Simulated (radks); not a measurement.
Ru II, configuration [Kr] 4d6.5 5p0.5 (fractional occupations, a model configuration). All-electron calculation, scalar-relativistic Kohn-Sham, BLYP, spin-unpolarised, spherical densities, finite nucleus; Fermi nuclear charge, rms radius 4.4809 fm. Program: a radial shooting solver on a logarithmic mesh with Libxc functionals.

Unscreened Slater integrals over Kohn-Sham orbitals (eV).

F0(5p,5p): 6.4407
F2(5p,5p): 3.4403
F0(5p,4d): 8.0497
F2(5p,4d): 2.3012
G1(5p,4d): 1.1321
G3(5p,4d): 0.87941
F0(5p,4p): 8.3043
F2(5p,4p): 1.5689
G0(5p,4p): 0.30000
G2(5p,4p): 0.37685
F0(5p,4s): 8.3600
G1(5p,4s): 0.41799
F0(4d,4d): 15.504
F2(4d,4d): 7.5926
F4(4d,4d): 4.9090
F0(4d,4p): 17.932
F2(4d,4p): 8.5714
G1(4d,4p): 10.626
G3(4d,4p): 6.4455
F0(4d,4s): 18.510
G2(4d,4s): 7.6028
F0(4p,4p): 21.795
F2(4p,4p): 11.418
F0(4p,4s): 22.837
G1(4p,4s): 15.461
F0(4s,4s): 24.059

Derived for the open shells (J is the average intra-shell exchange parameter used in DFT+U). 4d: Racah B = F2/49 - 5 F4/441 = 0.09929 eV, C = 35 F4/441 = 0.3896 eV, C/B = 3.92, F4/F2 = 0.647, J = (F2 + F4)/14 = 0.8930 eV. 5p: J = F2/5 = 0.6881 eV.
